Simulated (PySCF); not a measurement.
An EPR property job and its printed output. Input:

```
{"job": {"kind": "epr", "basis": "pcH-1"}, "charge": 0, "multiplicity": 2}
C      3.236975     0.246353    -0.556806
C      2.156567    -0.334008     0.048555
C      0.921841     0.266445     0.175438
C     -0.263118    -0.389767     0.801217
C     -1.208940    -0.889657    -0.267362
C     -2.349465    -0.228859    -0.194057
C     -2.299555     0.740025     0.946128
O     -1.039473     0.533804     1.561628
H      3.171604     1.234543    -0.976227
H      4.182262    -0.258832    -0.627731
H      2.272311    -1.330876     0.457751
H      0.761489     1.261750    -0.209815
H      0.061583    -1.206104     1.464539
H     -0.913936    -1.645361    -0.969544
H     -3.215795    -0.325886    -0.821243
H     -2.389319     1.780692     0.599515
H     -3.092029     0.557765     1.684171
```

The calculation used PySCF 2.14.0, UKS B3LYP, pcH-1 on C H O, non-relativistic, mean-field spin-orbit, GIAO. The structure is a single GFN2-xTB conformer in the gas phase; no vibrational or solvent corrections. Couplings are sensitive to structure, and on GFN2-xTB geometries they can be far from those on DFT ones.

Output of the driver script. Atoms in this output count from 0.

```
UKS, coarse grid
  cycle   1  E = -347.21799292  |g| = 4.78e-01
  cycle   2  E = -347.13035795  |g| = 7.01e-01
  cycle   3  E = -347.30871929  |g| = 9.53e-02
  cycle   4  E = -347.31209756  |g| = 3.36e-02
  cycle   5  E = -347.31271405  |g| = 8.71e-03
  cycle   6  E = -347.31276309  |g| = 6.39e-03
  cycle   7  E = -347.31279077  |g| = 2.77e-03
  cycle   8  E = -347.31279781  |g| = 1.40e-03
  cycle   9  E = -347.31279843  |g| = 2.55e-04
UKS, final grid
  cycle   1  E = -347.31280979  |g| = 3.51e-04
  cycle   2  E = -347.31280971  |g| = 5.37e-04
  cycle   3  E = -347.31280985  |g| = 6.57e-05
  cycle   4  E = -347.31280985  |g| = 1.94e-05
E = -347.31280985 Eh   <S^2> = 0.7756 (exact 0.7500)
g shifts (ppm)      1          2          3
  rmc          -148       -148       -148
  gc              5         35         39
  oz_so         -67        497        627
  total        -210        384        518
hyperfine (MHz)  atom isotope    a_iso     a_fc   dipolar eigenvalues
    0   13C      53.78      53.78    -50.81    -49.05     99.86
    1   13C     -47.31     -47.31    -28.45     11.29     17.17
    2   13C      58.27      58.27    -52.19    -50.83    103.02
    3   13C     -19.82     -19.82     -1.20     -0.18      1.38
    4   13C      37.28      37.28     -4.32     -2.61      6.93
    5   13C       3.07       3.07     -2.38     -1.51      3.88
    6   13C      -1.32      -1.32     -0.45     -0.05      0.50
    7   17O     -10.57     -10.57     -5.91      2.59      3.33
    8    1H     -39.25     -39.25    -21.22     -1.65     22.87
    9    1H     -41.25     -41.25    -24.81     -0.33     25.15
   10    1H      11.76      11.76     -5.20     -1.32      6.52
   11    1H     -39.49     -39.49    -21.41     -2.21     23.62
   12    1H      21.44      21.44     -3.68     -2.70      6.38
   13    1H      -1.03      -1.03     -2.91     -1.45      4.37
   14    1H       3.33       3.33     -1.54     -0.78      2.32
   15    1H       0.31       0.31     -1.04     -0.78      1.82
   16    1H      -0.52      -0.52     -0.95     -0.48      1.43
```

|g| in the SCF lines is the orbital gradient. In the g block, columns 1 to 3 are the principal axes in rising order; rmc is the relativistic mass correction, gc the gauge correction and oz_so the orbital-Zeeman/spin–orbit term. a_fc is the Fermi-contact part of a_iso, here all of it, since this run has no spin–orbit term in the hyperfine coupling.

(1) Is the state sound, as far as the log shows?

(2) What are the principal g values and g_iso?

(3) Which couplings shape the isotropic spectrum at natural abundance (0.05 mT or more)? Keep the log's numbering.

(4) What are the principal values of the full tensor of atom 0 (13C)?

Answers

(1) The SCF converged after 13 cycles in all, 9 of them on the coarse grid; no stability test was run. The unrestricted determinant has ⟨S²⟩ = 0.7756 (exact 0.7500), 3.4 % above the value of a pure doublet state.

(2) Adding the total shifts to 2.002319 gives 2.00211, 2.00270, 2.00284; their mean shift is 231 ppm, so g_iso = 2.00255.

(3) atom 9 (1H, I = 1/2): -41.2 MHz = 1.47 mT in magnitude, a 1:1 doublet; atom 11 (1H, I = 1/2): -39.5 MHz = 1.41 mT in magnitude, a 1:1 doublet; atom 8 (1H, I = 1/2): -39.2 MHz = 1.40 mT in magnitude, a 1:1 doublet; atom 12 (1H, I = 1/2): 21.4 MHz = 0.76 mT in magnitude, a 1:1 doublet; atom 10 (1H, I = 1/2): 11.8 MHz = 0.42 mT in magnitude, a 1:1 doublet; atom 14 (1H, I = 1/2): 3.3 MHz = 0.12 mT in magnitude, a 1:1 doublet. Together 64 lines to first order. 

(4) a_iso plus each dipolar eigenvalue: 2.97, 4.74, 153.65 MHz.

The species is `C=C[CH][C@@H]1C=CCO1` [radical]. The run used 290 basis functions and 5 iterations of the response equations.

The values belong to the conformer `[CH2:1]=[CH:2][CH:3][C@@H:4]1[CH:5]=[CH:6][CH2:7][O:8]1`: C1–C2–C3–C4 178°, C2–C3–C4–C5 -102°.
Labels such as C1 count atoms from 1, the log's own numbers from 0.
